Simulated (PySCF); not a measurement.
# Electron correlation in Cu¹⁵⁺ (copper, charge +15)

[Ne] 3s2 3p2, high-spin 3P determinant. Calculation: PySCF 2.14, in an even-tempered Gaussian basis (19 s from 1.1 bohr⁻², ratio 2.5; 12 p from 1.4 bohr⁻², ratio 2.5; 5 d from 7.1 bohr⁻², ratio 2.7; 4 f from 11 bohr⁻², ratio 2.7); the spin-free X2C one-electron Hamiltonian (Gaussian nucleus). Frozen: 1s2; 12 electrons correlated; the 22 highest virtual orbitals of each spin left out.

| level | correlation energy (mhartree) |
| --- | --- |
| CCSD | -469.32 |
| (T) | -2.34 |
| CCSD(T) | -471.66 |

Diagnostics: T1 = 0.0019, D1 = 0.0079, largest double amplitude 0.082.

Cost of the coupled-cluster step: about 60 core-seconds, for 12 correlated electrons.

Iterations:

```
CC2 = 0
CCSD nocc = (np.int64(7), np.int64(5)), nmo = (85, 85)
frozen orbitals [[0, 86, 87, 88, 89, 90, 91, 92, 93, 94, 95, 96, 97, 98, 99, 100, 101, 102, 103, 104, 105, 106, 107], [0, 86, 87, 88, 89, 90, 91, 92, 93, 94, 95, 96, 97, 98, 99, 100, 101, 102, 103, 104, 105, 106, 107]]
max_cycle = 100
direct = 0
conv_tol = 1e-08
conv_tol_normt = 1e-06
diis_space = 8
diis_start_cycle = 0
Init t2, MP2 energy = -0.447469616623414
Init E_corr(UCCSD) = -0.447469616623878
cycle = 1  E_corr(UCCSD) = -0.46277623762518  dE = -0.015306621  norm(t1,t2) = 0.0241363
cycle = 2  E_corr(UCCSD) = -0.467220075642611  dE = -0.00444383802  norm(t1,t2) = 0.00832429
cycle = 3  E_corr(UCCSD) = -0.46935361077688  dE = -0.00213353513  norm(t1,t2) = 0.00311186
cycle = 4  E_corr(UCCSD) = -0.469322541716254  dE = 3.10690606e-05  norm(t1,t2) = 0.000266929
cycle = 5  E_corr(UCCSD) = -0.46932386328855  dE = -1.3215723e-06  norm(t1,t2) = 1.75823e-05
cycle = 6  E_corr(UCCSD) = -0.469323825780192  dE = 3.75083586e-08  norm(t1,t2) = 1.88758e-06
cycle = 7  E_corr(UCCSD) = -0.469323772070393  dE = 5.3709799e-08  norm(t1,t2) = 2.58416e-07
cycle = 8  E_corr(UCCSD) = -0.469323775474628  dE = -3.40423506e-09  norm(t1,t2) = 3.77632e-08
UCCSD converged
E(UCCSD) = -1544.435949500819  E_corr = -0.4693237754746278
UCCSD(T) correction = -0.00233747545070036
```
